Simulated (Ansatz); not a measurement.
```yaml
crystal:
  periodic: [false, false, false]
  atoms:
    - {symbol: F, position_ang: [-1.209520, -2.298003, -0.554607]}
    - {symbol: B, position_ang: [-0.588146, -1.127135, -0.778494]}
    - {symbol: Cl, position_ang: [-0.361490, -0.704368, -2.546062]}
    - {symbol: O, position_ang: [-1.387362, -0.018971, -0.134860]}
    - {symbol: C, position_ang: [-0.810717, 0.967401, 0.424253]}
    - {symbol: C, position_ang: [0.549810, 1.021851, 0.667221]}
    - {symbol: C, position_ang: [1.268273, -0.135369, 0.427049]}
    - {symbol: O, position_ang: [0.776200, -1.166609, -0.131935]}
    - {symbol: H, position_ang: [-1.476357, 1.767683, 0.746196]}
    - {symbol: H, position_ang: [1.001118, 1.873904, 1.150572]}
    - {symbol: H, position_ang: [2.303490, -0.237285, 0.751268]}
basis:
  gaussian: {orbitals: def2-SVP}
total_charge: 1
magnetization: {spin_polarized: true, initial_magnetization: 1}
hamiltonian: {xc: {name: B3LYP-D3}}
accuracy: high
output: {forces: true}
```

```sh
$ ansatz run in.yaml --threads 4 --pin off --events-out ev --progress --plain --max-ram 11315MiB
```

It prints (some lines left out):

```
Error: YAML parse error: error: line 19 column 19: hamiltonian.xc: no functional is named "B3LYP-D3"; the names, which are not case-sensitive, are SVWN5, SPW92, PBE, PBE0, PBEsol, revPBE, revPBE0, RPBE, rPW86-PBE, HSE06, wPBEh, LC-wPBE, HISS, HF, BLYP, B3LYP, B3LYP5, BHLYP, CAM-B3LYP, r2SCAN, r2SCANh, r2SCAN0, r2SCAN50, m-r2SCAN, B97, wB97, wB97X, wB97X-V, B97M-V, wB97M-V, B2PLYP, B2GP-PLYP, PBE0-DH, PBE-QIDH
17 | total_charge: 1
18 | magnetization: {spin_polarized: true, initial_magnetization: 1}
19 | hamiltonian: {xc: {name: B3LYP-D3}}
20 | accuracy: high
21 | output: {forces: true}
```

Problem. What is wrong with this run?

Solution. The method's name isn't one that the program takes here. The input was rejected before any iteration.

HSE06 is defined as in plane-wave codes.
